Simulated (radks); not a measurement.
The numbers below are computed, except where a source is named.
Excited configurations of neutral silicon: one electron is placed in a higher orbital outside [Ne] 3s2 3p1. The ground configuration is [Ne] 3s2 3p2. Code: a radial shooting solver on a logarithmic mesh with Libxc functionals. Model: non-relativistic Kohn-Sham, r2SCAN, spin-polarised, spherical densities, point nucleus; open shells are filled with parallel spins first; meta-GGA in the generalised Kohn-Sham scheme. Excitation = E - E(ground); binding = E(ion) - E, where the ion is the core of charge +1; n* = 1/sqrt(2 binding) in atomic units, and the quantum defect is n - n*.

outer orbital  excitation (eV)  binding (eV)     n*  <r> (bohr)
3d                       6.575         1.849  2.713       7.839
4s                       5.235         3.188  2.066       6.657
6d                       7.909         0.515  5.142       40.30

The Delta-SCF ionisation energy is 8.423 eV (NIST Atomic Spectra Database: 8.152 eV, measured). Self-interaction in the functional shifts the binding energies and quantum defects, so they are the method's values and not measured ones. Open shells are spherical and high-spin; term and fine-structure splittings are not resolved.
